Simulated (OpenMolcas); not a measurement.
## Fe2+: ligand-field states by method

Fe2+ with 6 ligands (fluoride) in octahedral coordination (Oh) at 2.09 Å. A charge of +0.667 e stands 2.8 Å behind each ligand. Ligand basis ANO-RCC-VDZP.
```
Fe    0.0000    0.0000    0.0000
F     2.0900    0.0000    0.0000
F     0.0000    2.0900    0.0000
F    -2.0900    0.0000    0.0000
F     0.0000   -2.0900    0.0000
F     0.0000    0.0000    2.0900
F     0.0000    0.0000   -2.0900
```

```
Program             : OpenMolcas 26.06
Basis               : ANO-RCC-VDZP [5s4p2d1f]
Scalar Hamiltonian  : DKH2, point nucleus
Active space        : 6 electrons in 5 orbitals (3d)
State averaging     : 2S+1 = 5 even, 5 roots; 2S+1 = 3 even, 45 roots; 2S+1 = 1 even, 50 roots
Spin-orbit coupling : state interaction with AMFI integrals over the reference wave functions
```

I. CASSCF
II. SS-CASPT2, IPEA 0.25 Eh, imaginary shift 0.1 Eh (closed shells correlated: 3s 3p and the ligand valence shells)
III. SS-CASPT2, IPEA 0.25 Eh, sigma2 regulariser 0.3 Eh (closed shells correlated: 3s 3p and the ligand valence shells)

Spin-free states (labels of O, the rotations of Oh) in cm-1, each column counted from its own energy of the first state listed:

```json
{"State": "5T2", "Degeneracy": "3", "I": "0", "II": "0", "III": "0"}
{"State": "5E", "Degeneracy": "2", "I": "6592", "II": "7820", "III": "7820"}
{"State": "3T1", "Degeneracy": "3", "I": "18205", "II": "16030", "III": "16040"}
{"State": "3T2", "Degeneracy": "3", "I": "20894", "II": "18020", "III": "18020"}
{"State": "3T1", "Degeneracy": "3", "I": "23096", "II": "21130", "III": "21130"}
```

From I to II, I's first state of the same spin (5E) moves from 6592 to 7820 cm-1, by about +1200 cm-1.

From I to II, I's first state of another spin (3T1) moves from 18205 to 16030 cm-1, by about -2200 cm-1.

χT at 300 K: I 4.12, II 4.10, III 4.10 cm3 K/mol.

Roots that are degenerate in the reference are averaged as groups; the widest CASPT2 spread within a group is 200 cm-1 (the 3-fold group of multiplicity 1 near 38600 cm-1 above the lowest state of its run, III). Shifts and gaps below about the spread of the groups concerned are not significant. Over all roots computed the reference weight is 0.70 to 0.71 in II, 0.70 to 0.71 in III; a low but even weight reflects the number of correlated electrons. An orbital triplet at a regular site is open to Jahn-Teller coupling, which can distort the site and quench the lowest spin-orbit gaps and is left out. Ligand-to-metal charge-transfer states are missing. Without dynamic correlation the repulsion within the d shell is too large (B by tens of per cent), so at a given field states of lower spin stand too high (holds for I). With no ligand orbital active B as a rule stays too high, so bands that hang on it stand too high and its fall with covalency is understated (holds for I). With metal d orbitals alone and no dynamic correlation the field as a rule comes out too small, by tens of per cent, by up to half for chloride and softer ligands, and with too little covalency χT stands high (holds for I). A single d shell leaves out the double-shell effect, which counts most for late 3d ions, where the CASPT2 field can be off either way by tens of per cent (holds for II; III). These CASPT2 states fit no ligand-field parameters well, so their order and spin gaps are uncertain (holds for II; III). For late 3d ions with one d shell CASPT2 can put B and the spin-flip bands somewhat low as well as high (holds for II; III). With one d shell and no ligand orbital active, 10Dq can be off by tens of per cent for divalent 3d ions, low with halides held by bare charges and at times high in hosts (holds for II; III). Free-ion shares, where given, are those of the reference states; single-state CASPT2 does not remix them (holds for II; III). No measured value stands beside these numbers; the geometry is a model, was not optimised and need not be the one that this ion takes.
